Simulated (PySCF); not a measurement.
**Where the electron goes**

Compound: C5H11NSi.
Structure used (PBE0-D3(BJ)/def2-SVP), in Å, numbered top down from 1:
```xyz
18
C5H11NSi angstrom
C      3.1403   -1.1635   -0.1812
C      1.7338   -0.9743    0.1355
C      0.5621   -0.8179    0.4070
C     -0.8613   -0.5986    0.6993
N     -1.5797    0.1497   -0.3118
C     -1.7647   -0.5555   -1.5580
Si    -1.5621    1.8902   -0.2816
H      3.2685   -1.5915   -1.1878
H      3.6179   -1.8494    0.5366
H      3.6895   -0.2096   -0.1496
H     -0.9534   -0.0771    1.6676
H     -1.3539   -1.5801    0.8403
H     -0.8101   -0.7990   -2.0652
H     -2.3029   -1.5061   -1.3893
H     -2.3714    0.0476   -2.2509
H     -1.6752    2.3110    1.1474
H     -2.7323    2.3730   -1.0754
H     -0.3344    2.5396   -0.8556
```

Level of theory: TDDFT CAM-B3LYP/def2-SVPD, vertical, gas phase, core orbitals frozen in the response in PySCF 2.14.0, density-fitted response routines.

Kohn–Sham orbitals with the atoms that hold most of them (Löwdin shares over 4%, at most four atoms; ? is withheld):

```json
{"orbital": "LUMO+2", "ε (eV)": "1.63", "atoms": "Si7 41%, H16 10%, C1 9%, H17 9%"}
{"orbital": "LUMO+1", "ε (eV)": "1.55", "atoms": "C1 19%, Si7 17%, H9 9%, C2 8%"}
{"orbital": "LUMO", "ε (eV)": "?", "atoms": "?"}
{"orbital": "HOMO", "ε (eV)": "-7.89", "atoms": "?"}
{"orbital": "HOMO-1", "ε (eV)": "-8.64", "atoms": "C2 37%, C3 36%, C1 8%, C4 7%"}
{"orbital": "HOMO-2", "ε (eV)": "-8.87", "atoms": "C3 37%, C2 35%, C1 7%, C4 6%"}
{"orbital": "HOMO-3", "ε (eV)": "-10.93", "atoms": "Si7 38%, H16 32%, H17 13%, C6 5%"}
```

Give the leading atoms of the LUMO.

Si7 (bonded to N and 3 H) 19%; C1 (bonded to C and 3 H) 12%; C2 (bonded to 2 C) 11%; C6 (bonded to N and 3 H) 9%. By element: carbon 31% or more, silicon 19%.

Which atoms hold the HOMO, and with what shares?

N5 (bonded to 2 C and Si) 54%; C6 (bonded to N and 3 H) 9%; Si7 (bonded to N and 3 H) 8%; C4 (bonded to C, N and 2 H) 5%. By element: nitrogen 54%, carbon 14% or more, silicon 8%.

What is the LUMO energy, and the HOMO–LUMO gap?

ε(LUMO) = 1.08 eV; the gap is 8.98 eV (0.3300 hartree).

How does S1 compare with the orbital gap of 8.98 eV?

S1 is at 5.92 eV (f = 0.0021), 3.06 eV below the gap, made of HOMO→LUMO (64%), HOMO→LUMO+1 (31%). Without the coupling terms of the response equations the lowest excitation would equal the gap.

Next come S2 at 6.34 eV (f 0.0002), HOMO-1→LUMO+5 (30%), HOMO-1→LUMO+1 (18%), HOMO-1→LUMO+7 (15%); S3 at 6.64 eV (f 0.019), HOMO→LUMO+1 (22%), HOMO→LUMO+2 (19%), HOMO→LUMO (17%); S4 at 6.70 eV (f 0.015), HOMO-2→LUMO+5 (15%); S5 at 6.74 eV (f 0.013), HOMO→LUMO+2 (21%), HOMO→LUMO+3 (20%), HOMO→LUMO+6 (8%).

Löwdin shares depend on the basis, the more so with diffuse functions.

One conformer stands for the species.
